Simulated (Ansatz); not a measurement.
A run for Ansatz (an electronic-structure program): R-r2SCAN/def2-TZVPP on C3H8O (SMILES CCCO).

Ansatz 0.2 input:
```yaml
crystal:
  periodic: [false, false, false]
  atoms:
    - {symbol: C, position_ang: [-1.37509721, 0.26010717, -0.36911112]}
    - {symbol: C, position_ang: [-0.37308221, -0.41126551, 0.56585920]}
    - {symbol: C, position_ang: [1.05232431, 0.06520304, 0.35903781]}
    - {symbol: O, position_ang: [1.46528074, -0.30125853, -0.95730533]}
    - {symbol: H, position_ang: [-1.11544163, 0.07473220, -1.41112564]}
    - {symbol: H, position_ang: [-2.38537115, -0.11501892, -0.19712241]}
    - {symbol: H, position_ang: [-1.38980740, 1.34212738, -0.21430946]}
    - {symbol: H, position_ang: [-0.39730868, -1.49561189, 0.42553563]}
    - {symbol: H, position_ang: [-0.64463035, -0.22135714, 1.60869685]}
    - {symbol: H, position_ang: [1.10146014, 1.15496068, 0.48722886]}
    - {symbol: H, position_ang: [1.71036270, -0.39239563, 1.10797270]}
    - {symbol: H, position_ang: [2.35131073, 0.03977716, -1.11206963]}
basis:
  gaussian:
    orbitals: def2-TZVPP
hamiltonian:
  xc: {name: r2SCAN}
scf: {lower_state_search: off}
```

Give the final energy of this run.

-194.3163 hartree.

How many basis functions does it have, and what does it roughly cost on one machine?

236 functions; very roughly 7 core-seconds.
